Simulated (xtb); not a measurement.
Input file for xtb: GFN1-xTB on H3ISiSn (SMILES [SiH3][Sn][I]), a point of a torsion scan.

```
$ xtb mol.xyz --gfn 1 --sp --chrg 0 --uhf 0
6

Si    -0.77829102     0.02277860     0.02198554
Sn     1.44719265     1.44937944     0.08189985
I      2.94039711    -0.30706045     1.51828691
H     -1.12848507    -0.68549217     1.26346710
H     -1.98073330     0.81690445    -0.29892969
H     -0.75264637    -1.02347976    -1.01807885
```

The log:

```
[...]
           -------------------------------------------------
          |                Calculation Setup                |
           -------------------------------------------------



           -------------------------------------------------
          |                 G F N 1 - x T B                 |
           -------------------------------------------------

        Reference                      10.1021/acs.jctc.7b00118
      * Hamiltonian:
        H0-scaling (s, p, d)           1.850000    2.250000    2.000000
        zeta-weighting                 0.000000
      * Dispersion:
        s8                             2.400000
        a1                             0.630000
        a2                             5.000000
        s9                             0.000000
      * Repulsion:
        kExp                           1.500000
        rExp                           1.000000
      * Coulomb:
        alpha                          2.000000
        third order                    atomic
        anisotropic                    false
      * Halogen bond correction:
        rad-scale                      1.300000
        damping                        0.440000


          ...................................................
          :                      SETUP                      :
          :.................................................:
          :  # basis functions                  36          :
          :  # atomic orbitals                  33          :
          :  # shells                           15          :
          :  # electrons                        18          :
          :  # halogen bonds                     0          :
          :  max. iterations                   250          :
          :  Hamiltonian                  GFN1-xTB          :
          :  restarted?                      false          :
          :  GBSA solvation                  false          :
          :  PC potential                    false          :
          :  electronic temp.          300.0000000     K    :
          :  accuracy                    1.0000000          :
          :  -> integral cutoff          0.2500000E+02      :
          :  -> integral neglect         0.1000000E-07      :
          :  -> SCF convergence          0.1000000E-05 Eh   :
          :  -> wf. convergence          0.2000000E-04 e    :
          :  Broyden damping             0.4000000          :
          :  net charge                          0          :
          :  unpaired electrons                  0          :
          ...................................................

 iter      E             dE          RMSdq      gap      omega  full diag
   1     -8.3246857 -0.832469E+01  0.146E+01    0.43       0.0  T
   2     -8.9141796 -0.589494E+00  0.116E+01    0.78       1.0  T
   3     -9.8483764 -0.934197E+00  0.566E+00    1.90       1.0  T
   4     -9.9333659 -0.849895E-01  0.333E+00    1.77       1.0  T
   5     -9.9556719 -0.223060E-01  0.185E+00    1.47       1.0  T
   6     -9.9781316 -0.224597E-01  0.225E-01    1.62       1.0  T
   7     -9.9782233 -0.917458E-04  0.122E-01    1.63       1.0  T
   8     -9.9782722 -0.488522E-04  0.262E-02    1.64       1.6  T
   9     -9.9782768 -0.460899E-05  0.129E-02    1.64       3.2  T
  10     -9.9782781 -0.126966E-05  0.346E-03    1.64      11.8  T
  11     -9.9782782 -0.132610E-06  0.855E-04    1.64      47.8  T
  12     -9.9782782 -0.453858E-08  0.180E-04    1.64     226.5  T
  13     -9.9782782  0.396128E-10  0.978E-05    1.64     417.6  T

   *** convergence criteria satisfied after 13 iterations ***

         #    Occupation            Energy/Eh            Energy/eV
      -------------------------------------------------------------
         1        2.0000           -0.9414541             -25.6183
       ...           ...                  ...                  ...
         3        2.0000           -0.6238999             -16.9772
         4        2.0000           -0.4675413             -12.7224
         5        2.0000           -0.4668086             -12.7025
         6        2.0000           -0.4489525             -12.2166
         7        2.0000           -0.4337596             -11.8032
         8        2.0000           -0.4312247             -11.7342
         9        2.0000           -0.3798804             -10.3371 (HOMO)
        10                         -0.3197319              -8.7003 (LUMO)
        11                         -0.2490915              -6.7781
        12                         -0.1998692              -5.4387
        13                         -0.1900988              -5.1729
        14                         -0.1778127              -4.8385
       ...                                ...                  ...
        33                          1.4683592              39.9561
      -------------------------------------------------------------
                  HL-Gap            0.0601485 Eh            1.6367 eV
             Fermi-level           -0.3498061 Eh           -9.5187 eV

 SCC (total)                   0 d,  0 h,  0 min,  0.064 sec
 SCC setup                      ...        0 min,  0.000 sec (  0.177%)
 Dispersion                     ...        0 min,  0.000 sec (  0.059%)
 classical contributions        ...        0 min,  0.000 sec (  0.024%)
 integral evaluation            ...        0 min,  0.017 sec ( 26.115%)
 iterations                     ...        0 min,  0.014 sec ( 22.516%)
 molecular gradient             ...        0 min,  0.033 sec ( 50.758%)
 printout                       ...        0 min,  0.000 sec (  0.320%)

         :::::::::::::::::::::::::::::::::::::::::::::::::::::
         ::                     SUMMARY                     ::
         :::::::::::::::::::::::::::::::::::::::::::::::::::::
         :: total energy              -9.946741497499 Eh    ::
         :: gradient norm              0.015887769067 Eh/a0 ::
         :: HOMO-LUMO gap              1.636723749344 eV    ::
         ::.................................................::
         :: SCC energy                -9.978278194452 Eh    ::
         :: -> electrostatic           0.007042602818 Eh    ::
         :: repulsion energy           0.033996004825 Eh    ::
         :: dispersion energy         -0.002459307872 Eh    ::
         :: halogen bond corr.         0.000000000000 Eh    ::
         :: add. restraining           0.000000000000 Eh    ::
         :: total charge              -0.000000000000 e     ::
         :::::::::::::::::::::::::::::::::::::::::::::::::::::

           -------------------------------------------------
          |                Property Printout                |
           -------------------------------------------------

    * Orbital Energies and Occupations

         #    Occupation            Energy/Eh            Energy/eV
      -------------------------------------------------------------
         1        2.0000           -0.9414541             -25.6183
         2        2.0000           -0.8749112             -23.8075
         3        2.0000           -0.6238999             -16.9772
         4        2.0000           -0.4675413             -12.7224
         5        2.0000           -0.4668086             -12.7025
         6        2.0000           -0.4489525             -12.2166
         7        2.0000           -0.4337596             -11.8032
         8        2.0000           -0.4312247             -11.7342
         9        2.0000           -0.3798804             -10.3371 (HOMO)
        10                         -0.3197319              -8.7003 (LUMO)
        11                         -0.2490915              -6.7781
        12                         -0.1998692              -5.4387
        13                         -0.1900988              -5.1729
Note: The following floating-point exceptions are signalling: IEEE_UNDERFLOW_FLAG IEEE_DENORMAL
normal termination of xtb
        14                         -0.1778127              -4.8385
        15                         -0.1279488              -3.4817
        16                         -0.1144951              -3.1156
        17                         -0.0986273              -2.6838
        18                         -0.0894938              -2.4352
        19                         -0.0697027              -1.8967
        20                         -0.0668660              -1.8195
       ...                                ...                  ...
        33                          1.4683592              39.9561
      -------------------------------------------------------------
                  HL-Gap            0.0601485 Eh            1.6367 eV
             Fermi-level           -0.3498061 Eh           -9.5187 eV

  Mulliken/CM5 charges         n(s)   n(p)   n(d)
     1Si    0.09906 -0.17782   1.373  2.150  0.378
     2Sn    0.17977  0.18958   1.983  1.695  0.142
     3I    -0.04529 -0.02479   2.017  5.034 -0.005
     4H    -0.07576  0.00701   1.076  0.000  0.000
     5H    -0.08051  0.00129   1.081  0.000  0.000
     6H    -0.07729  0.00472   1.077  0.000  0.000

Wiberg/Mayer (AO) data.
largest (>0.10) Wiberg bond orders for each atom

 ---------------------------------------------------------------------------
     #   Z sym  total        # sym  WBO       # sym  WBO       # sym  WBO
 ---------------------------------------------------------------------------
     1  14 Si   3.908 --     2 Sn   0.972     5 H    0.939     6 H    0.935
                             4 H    0.935     3 I    0.127
     2  50 Sn   2.372 --     3 I    1.318     1 Si   0.972
     3  53 I    1.449 --     2 Sn   1.318     1 Si   0.127
     4   1 H    0.990 --     1 Si   0.935
     5   1 H    0.985 --     1 Si   0.939
     6   1 H    0.990 --     1 Si   0.935
 ---------------------------------------------------------------------------

Topologies differ in total number of bonds
Writing topology from bond orders to xtbtopo.mol

 dipole moment from electron density (au)
     X       Y       Z
   0.7115   1.4855  -0.5077  total (Debye):    4.381


           -------------------------------------------------
          | TOTAL ENERGY               -9.946741497499 Eh   |
          | GRADIENT NORM               0.015887769067 Eh/α |
          | HOMO-LUMO GAP               1.636723749344 eV   |
           -------------------------------------------------

------------------------------------------------------------------------
------------------------------------------------------------------------
 total:
 SCF:
```

The run finished.

Cost: around 0.04 core-seconds (rough).
